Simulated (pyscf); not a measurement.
H₃Si–Cl (SMILES [SiH3]Cl) + :Sn=Te (SMILES [Sn]=[Te]) [singlet] -> H₃Si–Te–Sn:–Cl (SMILES [SiH3][Te][Sn][Cl]) [singlet], an addition across a multiple bond or ene-type step (singlet surface; Cl–Si broken, Cl–Sn, Si–Te formed). Optimised with ωB97X-D3(BJ)/def2-SVP in PySCF. Energies in kcal/mol from the separated reactants.

AM1 to PM7: differences of heats of formation from MOPAC. 

In single points PM7 puts the saddle at 25.2 kcal/mol and the reaction energy at +130.4 kcal/mol. Should these be trusted to within a few kcal/mol? Compare with ωB97M-D3(BJ)/def2-TZVP.

ωB97M-D3(BJ)/def2-TZVP gives ΔE‡ = 13.3 kcal/mol and ΔE = -15.6 kcal/mol. PM7 lies 12.0 kcal/mol over it in the barrier and 145.9 kcal/mol over it in the reaction energy, so on this step it does not hold to within 3.0 kcal/mol. At PM7 this geometry lies under one side, so its ΔE‡ may be no barrier of that level. ωB97M-D3(BJ)/def2-TZVP has limits of its own. On the reactant side the descent ends in a complex, 6.7 kcal/mol under the separated species and 11.4 kcal/mol under the saddle at ωB97X-D3(BJ)/def2-TZVP. At ωB97X-D3(BJ) the barrier from the zero used here is 4.8 kcal/mol. This is the saddle that the search found; another between the same sides may lie lower. Elements past Kr carry the def2 core potentials, without spin-orbit coupling.
